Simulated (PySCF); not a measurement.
# Bond curve of NaBe

Set-up: basis Na aug-cc-pVDZ, Be aug-cc-pVDZ; no relativity; PySCF 2.14. Energies in eV from Na + Be in their ground configurations at the same level. All curves are PBE0. state 1: ²Σ⁺ (doublet), unpaired electrons σ ↑; state 2: doublet, unpaired electrons π ↑, a second solution, started from another occupation; state 3: ⁴Π (quartet), unpaired electrons σ ↑↑, π ↑, a second solution, started from another occupation.

| R (Å) | state 1 | state 2 | state 3 |
| --- | --- | --- | --- |
| 2.500 | -0.2228 | 0.4802 | 2.0467 |
| 2.616 | -0.3013 | 0.4917 | 1.9767 |
| 2.733 | -0.3435 | 0.5336 | 1.9378 |
| 2.820 | -0.3579 | 0.5793 | 1.9236 |
| 2.907 | -0.3615 | 0.6340 | 1.9190 |
| 2.994 | -0.3570 | 0.6953 | 1.9220 |
| 3.111 | -0.3420 | 0.7842 | 1.9346 |
| 3.256 | -0.3140 | 0.9017 | 1.9598 |
| 3.430 | -0.2741 | 1.0449 | 1.9979 |
| 3.663 | -0.2194 | 1.2263 | 2.0524 |

Put a parabola through the three lowest points of the state 1 curve and estimate Re, k and ωe (reduced mass 6.474 u; 1 eV/Å² = 0.16022 mdyn/Å; ωe = 1302.8·√(k/μ) cm⁻¹).

Through R = 2.82, 2.907, 2.994 Å the second-order coefficient is 0.535 eV/Å², so Re ≈ 2.902 Å, k ≈ 0.171 mdyn/Å and ωe ≈ 212 cm⁻¹. A polynomial fit of higher order to the unrounded PBE0 energies gives Re = 2.898 Å, k = 0.175 mdyn/Å, ωe = 214 cm⁻¹; anharmonicity and rounding make the difference.

The higher-order fit for each curve: state 1: Re = 2.898 Å, ωe = 214 cm⁻¹, De = 0.362 eV; state 3: Re = 2.913 Å, ωe = 201 cm⁻¹, minimum 1.92 eV above the ground-state fragments. State 2 gave no clean fit.

The bond is weak. Basis-set superposition, not corrected here, can be much of De in a small basis, most of all at correlated wavefunction levels. Functionals without a dispersion term scatter widely for such bonds, and LDA overbinds them. The state was picked by a PBE0 search and need not be the measured ground state.
